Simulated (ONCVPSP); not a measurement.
Before and after: ONCV potential for I (Z = 53)

```json
{
  "Element": "I (Z = 53)",
  "Generator": "ONCVPSP 4.0.1",
  "Type": "optimised norm-conserving Vanderbilt (ONCV)",
  "Functional": "PBEsol",
  "Relativity": "scalar-relativistic",
  "Frozen core": "[Kr]",
  "Valence charge": "17",
  "Reference configuration": "4d10 5s1.75 5p5.25",
  "Partial waves": "5s: rc 1.75 bohr, ncon 5, nbas 10, qcut 3.6 1/bohr, 2 projectors, debl 2.2 Ha; 5p: rc 2.00 bohr, ncon 5, nbas 8, qcut 5 1/bohr, 3 projectors, debl 1.3 Ha; 4d: rc 1.05 bohr, ncon 3, nbas 7, qcut 13.9 1/bohr, 2 projectors, debl 2 Ha",
  "Local potential": "polynomial inside 1.00 bohr (lpopt 5, dvloc0 4 Ha)",
  "Core correction": "none"
}
```

All-electron outer shells of the reference configuration (PBEsol, scalar-relativistic, ld1.x):

```
shell  level (eV)  outermost node (bohr)  outermost maximum (bohr)
   4s     -180.68                   0.37                      0.68
   4p     -127.72                   0.37                      0.72
   4d      -50.54                   0.35                      0.78
   5s      -17.63                   0.88                      1.70
   5p       -7.23                   0.96                      2.02
```

Change: p: rc 2.84.

Cutoffs: the cutoffs (Ha) at which the residual kinetic energy of the hardest occupied pseudo-wave falls to 1 and 0.1 mHa per electron; they do not see the model core or the augmentation charge, which bear on the density cutoff. Errors are all-electron minus pseudo energies relative to the spin-unpolarised reference configuration.

Question: Predict the effect on cutoff, ghosts and configuration errors.

Answer: The potential gets neither clearly harder nor softer (59 Ha and 70 Ha → 59 Ha and 70 Ha); the bound ghosts move from p, s to s; of the 4 tests that both files solve, the error grows in 1 and shrinks in 0 by more than 15 % and 0.3 meV (median size 7.1 → 9.3 meV).

| quantity | base | changed |
| --- | --- | --- |
| cutoff, loose | 59 Ha | 59 Ha |
| cutoff, tight | 70 Ha | 70 Ha |
| loose cutoff by channel | s 15 Ha, p 8.7 Ha, d 59 Ha | s 15 Ha, p 7.8 Ha, d 59 Ha |
| bound ghosts | s, p | s |
| GHOST(+) flags under 300 eV | p at 152.5 eV | p at 70.5 eV |
| error for 4d10 5s2 5p5, meV [ΔE -2.59 eV] | 0.0 | +0.2 |
| error for 4d10 5s2 5p4, meV [ΔE 8.56 eV] | -3.9 | -4.4 |
| error for 4d10 5s2 5p3, meV [ΔE 28.44 eV] | -10 | -14 |
| error for 4d9 5s2 5p6, meV [ΔE 43.19 eV] | -389 | -343 |
| s: phases at 1.77 bohr within 0.05 rad from the reference energy up to (Ha; the scan ends near 5) | 4.6 | 4.6 |
| d: phases at 1.07 bohr within 0.05 rad from the reference energy up to (Ha; the scan ends near 5) | to the end of the scan | to the end of the scan |

 A true bound ghost makes a file unfit for plane-wave use even where its test errors are small: the radial tests pick states by their node count and pass the ghost by.
